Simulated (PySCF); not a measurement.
Q: What does the PBE0-D3(BJ)/def2-SVP structure of CdMeEt, `C[CH2][Cd][CH3]` look like in three dimensions? (Singlet state.)

A: 
```xyz
12
C3H8Cd angstrom
Cd    -0.275   -0.370    0.758
C     -0.383   -0.340    2.873
H     -0.874    0.580    3.230
H      0.622   -0.384    3.321
H     -0.960   -1.199    3.249
C     -0.178   -0.405   -1.371
C      0.622    0.725   -2.016
H     -1.216   -0.399   -1.747
H      0.237   -1.384   -1.668
H      0.619    0.658   -3.118
H      0.222    1.719   -1.759
H      1.679    0.718   -1.702
```

Any rigid rotation of these coordinates is as good. Atoms count from 1 in this order. The 4 heavy atoms lie in one plane (0.001 Å rms). Cd1 (cadmium bonded to 2 C) is linear (angle 179.7°).

Bonds between heavy atoms (Å): Cd1–C2 2.118, Cd1–C6 2.132, C6–C7 1.527.

Method: PBE0-D3(BJ)/def2-SVP geometry optimisation, gas phase, def2 core potentials past Kr (PySCF 2.14.0).

Point group: Cs (every atom within 0.08 Å of its image). No frequency check.

Time: 44 s wall; peak memory 0.46 GiB. Hardware: one thread, Arm Neoverse V2 (aarch64), no GPU (shared host). These figures are those of the optimisation.
